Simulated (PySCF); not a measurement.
**Spin states and ions at one geometry of [Ir2]−**

PySCF 2.14.0, UKS TPSS, Ir def2-SVP with ECP60; non-relativistic Hamiltonian with scalar-relativistic core potentials where named; density fitting; no spin-orbit coupling; singlets restricted, open shells unrestricted. The geometry is relaxed for charge -1, quartet, vacuum:

```xyz
2

Ir    0.0000    0.0000    1.1286
Ir    0.0000    0.0000   -1.1286
```

Energies count from the relaxed state; an electron taken off or put on is at rest in vacuum. Charges and spins are Mulliken's.

| state | energy (eV) | spin squared | charge on Ir1 (e) | spin on Ir1 (e) | dipole about the centre of mass (D) |
| --- | --- | --- | --- | --- | --- |
| charge -1, quartet, vacuum | 0.00 | 3.80 | -0.50 | 1.50 | 0.00 |
| charge -1, doublet, vacuum | 0.39 | 1.98 | -0.50 | 0.50 | 0.00 |
| charge 0, triplet, vacuum | 1.89 | 3.01 | 0.00 | 1.00 | 0.01 |
| charge 0, quintet, vacuum | 1.35 | 6.01 | 0.00 | 2.00 | 0.00 |

Problem. What does the state charge -1, sextet, vacuum give?

Solution. energy (eV) -0.05, spin squared 8.77, charge on Ir1 (e) -0.50, spin on Ir1 (e) 2.50, dipole about the centre of mass (D) 0.00.

With an electron taken off (quintet, the lower of the two states computed) the charges change, summed by element, by Ir +1.00 e. The vertical ionisation energy is 1.35 eV, against −ε(HOMO) = -1.10 eV over both spins of the relaxed state. The level lies 2.5 eV too high, as is usual for semilocal functionals and global hybrids, which keep a self-interaction error.

Open shells may have lower solutions than those found. Strongly mixed with higher spins, so no pure states, and their order against close states isn't settled: charge -1, doublet, vacuum; charge 0, triplet, vacuum. The basis has no diffuse functions, which an anion needs.

No frequency check is given that shows the relaxed geometry to be a minimum.
